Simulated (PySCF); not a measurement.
Vertical excitations of a molecule CH11N3Si2 from TDA-LC-ωPBE/def2-SVPD (PySCF 2.14.0), as energy in eV (oscillator strength): 6.26 (0.003), 6.63 (0.003), 6.85 (0.035), 7.19 (0.053), 7.38 (0.025), 7.65 (0.024). Lowest triplet (TDA): 5.69 eV. Coordinates come from a ωB97X-D3(BJ)/def2-SVP optimisation. One conformer was computed; it need not be the lowest.

Q: Identify the compound among the candidates.
(A) N[SiH2]C[SiH](N)N
(B) NC[Si](N)(N)[SiH3]
(C) NC[Si@H](N)[SiH2]N
(D) CN([SiH3])[SiH](N)N

A: C, NC[Si@H](N)[SiH2]N
